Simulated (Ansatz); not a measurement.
Basis-set extrapolation for C₂H₇NSi, SMILES `C1C[SiH2]N1` (PBE0-D4/def2-TZVP geometry, frozen core, Ansatz). Multiplicity 1, RHF reference.

```tsv
	def2-TZVPP	def2-QZVPP
HF	-423.249940	-423.265683
MP2 correlation	-0.674476	-0.719922
CCSD(T) correlation	-0.744170	not run
```

Energies in hartree. Use E(X) = E(∞) + A·exp(−7.88·√X) for Hartree–Fock and E(X) = E(∞) + B·X^(−2.97) for correlation, with X = 3 and 4, and add CCSD(T) minus MP2 of the smaller set to the MP2 limit.

Question: What is the CCSD(T) energy at the basis-set limit?

Answer: HF limit: -423.265683 + (-0.015743) × 0.13774 = -423.26785. MP2 limit: -0.719922 + (-0.045446) × 0.74074 = -0.75359. Higher-order term: -0.744170 − (-0.674476) = -0.06969. Total: -424.09113 hartree, 2.64 eV below CCSD(T)/def2-TZVPP.
